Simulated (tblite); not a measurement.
Q: Write Cartesian coordinates for `C[SiH2][Si@@H](P)SC` as optimised with GFN2-xTB.

A: 
```xyz
17
C2H11PSSi2 angstrom
C     -2.1797   -1.6560    0.2356
Si    -0.3201   -1.3318    0.4223
Si     0.0823    0.8754   -0.2448
P     -1.6948    2.1586    0.2449
S      1.7525    1.7516    0.8062
C      3.0075    0.4979    0.4130
H     -2.4839   -1.6082   -0.8067
H     -2.7545   -0.9089    0.7784
H     -2.4613   -2.6329    0.6158
H      0.0829   -1.5955    1.8114
H      0.4277   -2.2877   -0.4097
H      0.4595    1.0205   -1.6668
H     -2.4185    1.6686   -0.8257
H     -1.2764    3.2651   -0.4671
H      3.1289    0.4277   -0.6629
H      3.9342    0.8285    0.8700
H      2.7067   -0.4610    0.8247
```

Any rigid rotation of these coordinates is as good. Atoms count from 1 in this order. Of the pairs four or more bonds apart, Si2···H17 is among the closest relative to their van der Waals radii: 3.18 Å, 96 % of the sum of Bondi's values. S5 (sulfur bonded to C and Si) is bent (angle 98.6°). P4 (three-coordinate phosphorus) is pyramidal (angles 96.1°, 92.5° and 92.5°, sum 281.0°, 0.84 Å off the plane of its three neighbours). Si2 (SiH2 silicon) is distorted tetrahedral (angles from 106.2° to 113.0°).

Bonds between heavy atoms (Å): C1–Si2 1.897, Si2–Si3 2.341, Si3–P4 2.246, Si3–S5 2.159, S5–C6 1.817.

Computed geometry: GFN2-xTB, gas phase.

Point group: C1 (no symmetry element, even within 0.4 Å). Its GFN2-xTB frequencies are all real (lowest 27 cm⁻¹). One conformer, not necessarily the lowest (C1–Si2–Si3–P4 32°, Si2–Si3–P4–H -77° and -169°, Si2–Si3–S5–C6 55°). 3 starts were optimised and ended at 0.00, 0.61 and 1.05 kcal/mol (GFN2-xTB); the lowest of these is shown.
